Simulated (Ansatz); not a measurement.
Energy landscape of H₃P (cation, charge +1), doublet: umbrella (inversion) coordinate, bond length relaxed. Scanned: angle between the P-H bonds and the threefold axis (90 = planar). Other coordinates (P-H bond length) were minimised at PBE0/def2-TZVP.

- UKS-PBE/def2-SVP = unrestricted PBE/def2-SVP (Ansatz, a first-principles code)
- UKS-PBE0/def2-SVP = Ansatz with unrestricted PBE0/def2-SVP
- FCI/def2-SVP = full CI/def2-SVP, frozen core in Ansatz

Energies relative to the lowest point of each profile, in kcal/mol; the last columns give the error against full CI:

```json
[
 {"a / °": "92.59", "UKS-PBE/def2-SVP": "1.9", "UKS-PBE0/def2-SVP": "2.1", "FCI/def2-SVP": "2.6", "UKS-PBE/def2-SVP − FCI/def2-SVP": "-0.7", "UKS-PBE0/def2-SVP − FCI/def2-SVP": "-0.5"},
 {"a / °": "95.41", "UKS-PBE/def2-SVP": "1.5", "UKS-PBE0/def2-SVP": "1.6", "FCI/def2-SVP": "2.0", "UKS-PBE/def2-SVP − FCI/def2-SVP": "-0.5", "UKS-PBE0/def2-SVP − FCI/def2-SVP": "-0.4"},
 {"a / °": "98.92", "UKS-PBE/def2-SVP": "0.7", "UKS-PBE0/def2-SVP": "0.8", "FCI/def2-SVP": "1.0", "UKS-PBE/def2-SVP − FCI/def2-SVP": "-0.3", "UKS-PBE0/def2-SVP − FCI/def2-SVP": "-0.2"},
 {"a / °": "101.34", "UKS-PBE/def2-SVP": "0.3", "UKS-PBE0/def2-SVP": "0.3", "FCI/def2-SVP": "0.4", "UKS-PBE/def2-SVP − FCI/def2-SVP": "-0.2", "UKS-PBE0/def2-SVP − FCI/def2-SVP": "-0.1"},
 {"a / °": "105.39", "UKS-PBE/def2-SVP": "0.0", "UKS-PBE0/def2-SVP": "0.0", "FCI/def2-SVP": "0.0", "UKS-PBE/def2-SVP − FCI/def2-SVP": "0.0", "UKS-PBE0/def2-SVP − FCI/def2-SVP": "0.0"},
 {"a / °": "107.76", "UKS-PBE/def2-SVP": "0.3", "UKS-PBE0/def2-SVP": "0.3", "FCI/def2-SVP": "0.3", "UKS-PBE/def2-SVP − FCI/def2-SVP": "0.0", "UKS-PBE0/def2-SVP − FCI/def2-SVP": "0.0"},
 {"a / °": "111.49", "UKS-PBE/def2-SVP": "1.8", "UKS-PBE0/def2-SVP": "2.0", "FCI/def2-SVP": "1.9", "UKS-PBE/def2-SVP − FCI/def2-SVP": "-0.1", "UKS-PBE0/def2-SVP − FCI/def2-SVP": "0.0"},
 {"a / °": "113.53", "UKS-PBE/def2-SVP": "3.3", "UKS-PBE0/def2-SVP": "3.5", "FCI/def2-SVP": "3.5", "UKS-PBE/def2-SVP − FCI/def2-SVP": "-0.2", "UKS-PBE0/def2-SVP − FCI/def2-SVP": "0.0"},
 {"a / °": "116.61", "UKS-PBE/def2-SVP": "6.4", "UKS-PBE0/def2-SVP": "6.9", "FCI/def2-SVP": "7.0", "UKS-PBE/def2-SVP − FCI/def2-SVP": "-0.5", "UKS-PBE0/def2-SVP − FCI/def2-SVP": "-0.1"},
 {"a / °": "119.68", "UKS-PBE/def2-SVP": "10.9", "UKS-PBE0/def2-SVP": "11.6", "FCI/def2-SVP": "11.7", "UKS-PBE/def2-SVP − FCI/def2-SVP": "-0.9", "UKS-PBE0/def2-SVP − FCI/def2-SVP": "-0.2"},
 {"a / °": "123.65", "UKS-PBE/def2-SVP": "18.6", "UKS-PBE0/def2-SVP": "19.8", "FCI/def2-SVP": "20.1", "UKS-PBE/def2-SVP − FCI/def2-SVP": "-1.5", "UKS-PBE0/def2-SVP − FCI/def2-SVP": "-0.3"},
 {"a / °": "126.59", "UKS-PBE/def2-SVP": "25.9", "UKS-PBE0/def2-SVP": "27.5", "FCI/def2-SVP": "28.0", "UKS-PBE/def2-SVP − FCI/def2-SVP": "-2.0", "UKS-PBE0/def2-SVP − FCI/def2-SVP": "-0.5"},
 {"a / °": "128.98", "UKS-PBE/def2-SVP": "32.9", "UKS-PBE0/def2-SVP": "34.9", "FCI/def2-SVP": "35.4", "UKS-PBE/def2-SVP − FCI/def2-SVP": "-2.5", "UKS-PBE0/def2-SVP − FCI/def2-SVP": "-0.6"},
 {"a / °": "132", "UKS-PBE/def2-SVP": "43.2", "UKS-PBE0/def2-SVP": "45.7", "FCI/def2-SVP": "46.3", "UKS-PBE/def2-SVP − FCI/def2-SVP": "-3.1", "UKS-PBE0/def2-SVP − FCI/def2-SVP": "-0.6"}
]
```

UKS-PBE/def2-SVP is furthest from FCI/def2-SVP at 132 (-3.1 kcal/mol, below); its mean absolute error over the points is 0.9 kcal/mol.

UKS-PBE0/def2-SVP is furthest from FCI/def2-SVP at 132 (-0.6 kcal/mol, below); its mean absolute error over the points is 0.3 kcal/mol.

The scan ran from 90.0 to 132.0; beyond the range shown the relaxed coordinates jump or full CI changes its symmetry label.
